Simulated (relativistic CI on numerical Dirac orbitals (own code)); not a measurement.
## Sensitivity of the levels of Gd XVII to α and to the nuclear radius

These numbers are calculated, not measured: Dirac-Coulomb-Breit CI, orbitals from a KLI potential per configuration, derivatives by finite differences, unscaled Slater integrals, QED left out (own radial code, finite nucleus).

CI space (outside the closed core [Kr]): 4d¹⁰4f², 4d¹⁰4f5s, 4d¹⁰5s², 4d¹⁰5s5p, 4d¹⁰4f5p, 4d¹⁰5p², 4d¹⁰5s5d, 4d⁹4f³. Levels of other configurations are missing.

With x = (α/α₀)² − 1 an excitation energy changes as ω = ω₀ + qx; K = 2q/ω₀ is the relative enhancement. Terms are leading LS components, so labels can repeat. The field-shift factor is F = δν/δ⟨r²⟩ for the transition from the lowest level.

Lowest level 4d¹⁰4f² ³H4.

```csv
Level,ω₀ (cm⁻¹),q (cm⁻¹),K,F (GHz/fm²)
4d¹⁰4f² ³H5,6751,6738,2,0.234
4d¹⁰4f² ³F2,12147,1820,0.3,0.128
4d¹⁰4f² ³H6,13411,12600,1.88,0.444
4d¹⁰4f² ¹G4,16441,6060,0.737,0.277
4d¹⁰4f² ³F3,16653,6766,0.813,0.297
4d¹⁰4f² ³F4,25223,14000,1.11,0.557
4d¹⁰4f² ¹D2,41885,6266,0.299,0.456
4d¹⁰4f² ¹I6,49876,7429,0.298,0.537
4d¹⁰4f² ³P0,50321,3525,0.14,0.436
4d¹⁰4f² ³P1,52524,6466,0.246,0.52
4d¹⁰4f² ³P2,56433,11370,0.403,0.688
4d¹⁰4f² ¹S0,111462,7247,0.13,2.17
4d¹⁰4f5s ³F°2,133491,-160700,-2.41,170
4d¹⁰4f5s ³F°3,135521,-159600,-2.36,170
4d¹⁰4f5s ³F°4,141921,-153000,-2.16,170
4d¹⁰4f5s ¹F°3,148373,-152500,-2.06,169
4d¹⁰5s² ¹S0,301077,-324400,-2.15,341
4d¹⁰4f5p ³G3,357923,-137700,-0.769,13.3
4d¹⁰4f5p ³F2,362691,-134700,-0.743,13.1
4d¹⁰4f5p ³D3,368282,-128300,-0.696,13.5
4d¹⁰4f5p ³G4,370926,-128200,-0.691,13.5
4d¹⁰4f5p ³F3,429896,-50180,-0.233,7.53
4d¹⁰4f5p ³F4,436930,-45960,-0.21,7.65
```

At this charge transitions that keep the count of f electrons are usually good to a few per cent. Terms inside the open d or f shell come out 10 to 20 % too wide with unscaled integrals. Levels that differ in their count of f electrons can be misplaced by several ten thousand cm⁻¹, since the correlation energy of f electrons is missing or only estimated; rates across such gaps can be off by orders of magnitude.
